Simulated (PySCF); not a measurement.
H9NSi4, SMILES [SiH2]1[SiH2][SiH2]N[SiH2]1. Atoms are numbered in the order given.

```xyz
14

N      1.6386    -0.3799     0.0572
Si     1.2808     1.3348     0.1653
Si    -1.0755     1.4567     0.0544
Si    -1.6005    -0.8372    -0.1380
Si     0.5722    -1.7635    -0.1103
H      2.6320    -0.6104     0.0944
H      1.9270     2.0979    -0.9484
H      1.8059     1.9199     1.4390
H     -1.5314     2.2402    -1.1319
H     -1.6553     2.0665     1.2878
H     -2.3169    -1.1478    -1.4106
H     -2.4217    -1.3245     1.0098
H      0.8627    -2.5282    -1.3638
H      0.7500    -2.7255     1.0224
```
Charge 0, spin multiplicity 1.

Geometry optimised at B3LYP-D3(BJ)/def2-SVP. The geometry has at least one imaginary mode, so it is a saddle point at that level. This is a generated structure with no PubChem entry under its InChIKey; it may be hypothetical.

Vertical ionisation energy (IE) and electron affinity (EA) in eV. Rows of orbital energies are one-electron estimates. Where ΔSCF, EOM or ADC give a negative EA the extra electron is unbound and the value depends on the basis.

| level | IE | EA |
|---|---|---|
| −ε(HOMO), −ε(LUMO), ωB97X/def2-TZVP (PySCF) | 9.77 | -1.29 |
| −ε(HOMO), −ε(LUMO), PBE/def2-TZVP (PySCF) | (withheld) | (withheld) |

Question: Complete the blanks. (Estimate from the structure and the level; the computed values follow.)

Answer: 
- −ε(HOMO), −ε(LUMO), PBE/def2-TZVP (PySCF), IE: 6.14
- −ε(HOMO), −ε(LUMO), PBE/def2-TZVP (PySCF), EA: 1.52
